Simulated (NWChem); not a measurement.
Molecule: arsine (AsH3); SMILES [AsH3]

```xyz
4

As     0.0058    -0.0041     0.0528
H     -1.2938     0.4134    -0.6263
H      0.8276     0.9380    -0.8199
H      0.2038    -1.1631    -0.9179
```
Atoms are numbered in this order, from 1.

Level: PBE0/def2-SVP (NWChem), optimised geometry, unscaled harmonic frequencies. 

```json
[
 {"frequency (cm⁻¹)": "934", "IR intensity (km/mol)": "31.7"},
 {"frequency (cm⁻¹)": "1021", "IR intensity (km/mol)": "12.5"},
 {"frequency (cm⁻¹)": "1021", "IR intensity (km/mol)": "12.5"},
 {"frequency (cm⁻¹)": "2221", "IR intensity (km/mol)": "69.1"},
 {"frequency (cm⁻¹)": "2238", "IR intensity (km/mol)": "108.4"},
 {"frequency (cm⁻¹)": "2238", "IR intensity (km/mol)": "108.4"}
]
```

```yaml
zero_point_energy: 13.8 kcal/mol
thermal correction to the enthalpy at 298.15 K (with zero-point energy): 16.3 kcal/mol
heat capacity Cv: 7.1 cal/(mol K)
entropy at 298.15 K and 1 atm (symmetry number 3): 53.2 cal/(mol K)
dipole_moment: 0.51 D
```

Rigid rotor and harmonic oscillator.
